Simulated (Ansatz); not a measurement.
`C[C](C)([AlH2])S`. Charge 0, multiplicity 1.

Cartesian coordinates in Å:
```
C -0.162 -1.277 -0.625
C 0.204 -0.022 0.164
C -1.057 0.622 0.736
Al 1.108 1.268 -1.045
S 1.400 -0.394 1.470
H 0.718 -1.788 -1.021
H -0.690 -1.994 0.018
H -0.830 -1.039 -1.460
H -0.834 1.506 1.339
H -1.589 -0.086 1.385
H -1.750 0.914 -0.061
H 0.246 1.786 -2.275
H 2.597 1.756 -0.811
H 0.640 -1.253 2.185
```

Give the diagnostics of a CCSD(T)/def2-TZVPP run (frozen core, the Gaussian-basis code of Ansatz). (Best estimate.)

Computed: T1 = 0.0102, largest single amplitude 0.009, largest double 0.021, (T) share of the correlation energy 4.0 %, 9 CCSD cycles. The RHF solution is stable towards an unrestricted one. T1 lies under the customary mark of 0.02 for closed shells.
